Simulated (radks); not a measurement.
Species: Br II. Configuration: [Ar] 3d10 4s2 4p4. All-electron calculation, Dirac Kohn-Sham, PBE, spin-unpolarised, spherical densities, finite nucleus; open shells fill j = l - 1/2 first; Fermi nuclear charge, rms radius 4.1629 fm. Program: a radial shooting solver on a logarithmic mesh with Libxc functionals.

Unscreened Slater integrals over Kohn-Sham orbitals (eV). Large and small components are both included.

F0(4p3/2,4p3/2): 12.447
F2(4p3/2,4p3/2): 6.4895
F0(4p3/2,4p1/2): 12.563
G2(4p3/2,4p1/2): 6.5447
F0(4p3/2,4s1/2): 13.534
G1(4p3/2,4s1/2): 8.8965
F0(4p3/2,3d5/2): 16.282
F2(4p3/2,3d5/2): 3.2704
G1(4p3/2,3d5/2): 1.0893
G3(4p3/2,3d5/2): 0.99770
F0(4p1/2,4p1/2): 12.684
F0(4p1/2,4s1/2): 13.690
G1(4p1/2,4s1/2): 9.0956
F0(4p1/2,3d5/2): 16.569
G3(4p1/2,3d5/2): 1.0455
F0(4s1/2,4s1/2): 15.003
F0(4s1/2,3d5/2): 19.167
G2(4s1/2,3d5/2): 1.6456
F0(3d5/2,3d5/2): 42.239
F2(3d5/2,3d5/2): 20.183
F4(3d5/2,3d5/2): 12.689
